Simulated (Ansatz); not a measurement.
Gas-phase electronic energies from Ansatz, PBE0-D4/def2-TZVP geometries. CCSD(T)/CBS is the MP2 limit (def2-TZVPP, def2-QZVPP) plus CCSD(T) − MP2 in def2-TZVPP, frozen cores. This one scheme is used for every species. Functionals use def2-TZVPP. B3LYP here is the variant with VWN-RPA as its local correlation; programs differ in this. One conformer a species, not always the lowest.

`CB(C)N=C=O` + HCl → `CB(C)Cl` + `N=C=O`  (ligand exchange at a B–N bond)

| level | ΔE (kcal/mol) | difference from CCSD(T)/CBS |
| --- | --- | --- |
| revPBE-D4 | 2.0 | -0.8 |
| PBE0-D4 | 2.6 | -0.2 |
| B3LYP-D4 | 3.6 | 0.8 |
| r2SCAN | 2.1 | -0.7 |
| PBE0 | 2.4 | -0.4 |
| BHLYP | 4.0 | 1.2 |
| LC-ωPBE | 2.5 | -0.3 |
| MP2/def2-SVP | 3.8 | 1.0 |
| HF/def2-TZVPP | 4.1 | 1.3 |
| HF/def2-QZVPP | 4.3 | 1.5 |
| CCSD(T)/CBS | 2.8 | 0 |

(1) What do rigid-rotor, harmonic-oscillator terms from PBE0-D4/def2-TZVP frequencies (298.15 K, 1 bar) make of the CCSD(T)/CBS value? (Estimate.)

Largest T1 diagnostic among the species: 0.018.

Answers

(1) Ansatz gave: ΔZPE = +1.2 kcal/mol, ΔH = +3.4 kcal/mol, ΔS = 2 J/(mol·K), ΔG = +3.3 kcal/mol.

At CCSD(T), def2-SVP lies +0.9 kcal/mol from the extrapolated value and def2-TZVPP +0.2 kcal/mol. From BLYP to BHLYP (50 % exact exchange), in def2-TZVPP and without D4, ΔE moves by +0.8 kcal/mol.

CCSD(T)/CBS has its own doubt, a few kJ/mol and more with outer-core shells, so smaller differences from it don't rank the levels.
